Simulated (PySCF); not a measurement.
## RbCl: one state, many levels of theory

State: ¹Σ⁺ (singlet), closed shell. Set-up: PySCF, scalar-relativistic core potentials, basis sets Rb def2-SVPD with ECP28, Cl def2-SVPD. De refers to Rb + Cl in their high-spin ground configurations, without counterpoise correction. A positive dipole means Rb(−)Cl(+).

```tsv
Level	Re (Å)	ωe (cm⁻¹)	De (eV)	μ (D)	CPU s a point (SCF and correlation, without the integrals)
RHF	2.921	216	3.32	-11.81	0.096
RHF-MP2	2.893	222	4.23	n/a	0.15
RHF-SCS-MP2	2.900	221	4.16	n/a	n/a
RHF-CCSD	2.896	222	4.02	n/a	n/a
RHF-CCSD(T)	2.897	222	4.08	n/a	1.6
PBE	2.866	220	4.26	-10.81	0.49
r²SCAN	2.872	223	4.42	-11.17	0.63
TPSSh	2.865	223	4.42	-11.04	0.8
PBE0	2.856	225	4.28	-11.04	1.1
B97-3	2.882	219	4.36	-11.23	0.45
M06	2.858	227	4.59	-10.97	0.74
ωB97X	2.867	227	n/a	-11.35	0.7
```

Problem. Which functional lies closest to RHF-CCSD(T) in De, which farthest, and by how much do they differ from it?

Solution. Closest is PBE (-3.1 pm in Re, -0.9 % in ωe, +0.18 eV in De against RHF-CCSD(T) in the same basis), farthest M06 (-3.9 pm in Re, +2.3 % in ωe, +0.51 eV in De). CCSD(T) converges more slowly with the basis than the functionals do and binds too weakly in this one, so the order can change at the basis-set limit.

Problem. What does a quarter of exact exchange do here, going from PBE to PBE0?

Solution. PBE0 less PBE: -1.0 pm in Re, +2.3 % in ωe, +0.02 eV in De. Exact exchange removes part of the self-interaction that spreads semilocal densities, and in most molecules shortens and stiffens the bond and lowers De; here De goes the other way.

Problem. What does the triples do here, going from RHF-CCSD to RHF-CCSD(T)?

Solution. RHF-CCSD(T) less RHF-CCSD: +0.1 pm in Re, +0.0 % in ωe, +0.06 eV in De. Correlation nearly always deepens the well. The bond length hardly moves.

Correlated steps freeze 5 core orbitals. Correlated levels converge slowly with the basis: in double zeta they bind strong bonds too weakly, by up to about 1 eV, and carry superposition errors of some tenths. Where the molecule has an RHF reference, its open-shell atoms are computed with UHF.

The whole job (state search and all levels along the bond) took about 1.6 min on 1 thread of AMD EPYC 7R43 64-Core (shared host), peak memory 0.61 GiB.
